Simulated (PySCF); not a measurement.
CH6ClFSi2, SMILES [SiH3][Si@](F)(C)Cl. The structure is a stationary point at B3LYP-D3(BJ)/def2-SVP. The structure was generated by enumeration; whether it is a known compound was not checked.

These are PySCF with B3LYP-D3(BJ)/def2-SVP values and carry that method's errors.

Harmonic wavenumbers (cm⁻¹): 105, 109, 131, 155, 194, 235, 245, 412, 508, 515, 555, 721, 785, 795, 878, 903, 939, 943, 1273, 1425, 1426, 2212, 2221, 2234, 3032, 3129, 3133. Rotational constants (GHz): 2.455, 1.716, 1.428; symmetry number 1.

Task: Work out the zero-point energy and the ideal-gas rigid-rotor harmonic-oscillator thermochemistry at 298.15 K and 1 atm.

Result: ZPE = ½ Σ hcν = ½ × 29213 cm⁻¹ = 41.76 kcal/mol. H − E(el) = 47.73 kcal/mol. Entropy in cal/(mol K): translation 40.47, rotation 28.37, vibration 22.01, total 90.85. G − E(el) = 20.65 kcal/mol. Cp = 30.50 cal/(mol K). Modes under 150 cm⁻¹ make the vibrational entropy uncertain.
